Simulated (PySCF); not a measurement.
Isomers of C5H6FNO2, one GFN2-xTB conformer each. Single-point energies are computed at PBE0/pcSseg-1 (PySCF, gas phase, no added dispersion term), electronic only.

Task: Rank them by PBE0/pcSseg-1 energy, lowest first (kcal/mol).
A. `[N:1]#[C:2][C@@H:3]1[CH2:4][O:5][C@@H:6]([F:7])[CH2:8][O:9]1` with C2–C3–C4–O5 -67°, C3–C4–O5–C6 -56°, C4–O5–C6–F7 -69°, O5–C6–C8–O9 -50°
B. `[CH3:1][O:2][CH2:3][C@@:4]1([C:5]#[N:6])[O:7][C@H:8]1[F:9]` with C1–O2–C3–C4 179°, O2–C3–C4–C5 66°

Result: A (0.0), B (26.6).

As drawn, the higher has a three-membered ring, which the lower lacks. GFN2-xTB itself gives, in the same order: 0.0, 24.5. Both levels put the same isomer lowest.

Task: Which frontier levels, dipoles and rotational constants go with these structures?

Result: 
| SMILES | HOMO (eV, PBE0/pcSseg-1) | LUMO (eV) | dipole (D) | A, B, C (MHz) |
| --- | --- | --- | --- | --- |
| N#C[C@@H]1CO[C@@H](F)CO1 | -8.17 | 0.05 | 1.88 | 3279, 1301, 1194 |
| COC[C@@]1(C#N)O[C@H]1F | -8.11 | -0.30 | 3.16 | 1898, 1446, 938.5 |
